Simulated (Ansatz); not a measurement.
PBE exchange is replaced step by step with exact exchange (0 % is PBE, 25 % PBE0; no dispersion term), basis def2-TZVP, Ansatz. System: FeBr2. Total charge 0; quintet. Geometry: PBE-D4/def2-TZVP.

Geometry of the quintet:

```xyz
3

Fe    0.001    0.000   -0.001
Br   -0.810    2.118    0.090
Br    0.809   -2.118   -0.089
```

HOMO and LUMO are taken over both spins.

| exact exchange (%) | HOMO (eV) | LUMO (eV) | gap (eV) | ⟨S²⟩ |
| --- | --- | --- | --- | --- |
| 0 | -5.63 | -5.20 | 0.43 | 6.010 |
| 5 | -6.20 | -4.92 | 1.28 | 6.011 |
| 10 | -6.78 | -4.63 | 2.14 | 6.012 |
| 15 | -7.35 | -4.34 | 3.01 | 6.013 |
| 25 | -8.35 | -3.74 | 4.61 | 6.014 |
| 50 | -9.66 | -2.24 | 7.42 | 6.015 |

**Question.** Estimate the row for 35 %.

**Answer.** 
| exact exchange (%) | HOMO (eV) | LUMO (eV) | gap (eV) | ⟨S²⟩ |
| --- | --- | --- | --- | --- |
| 35 | -8.88 | -3.13 | 5.75 | 6.014 |
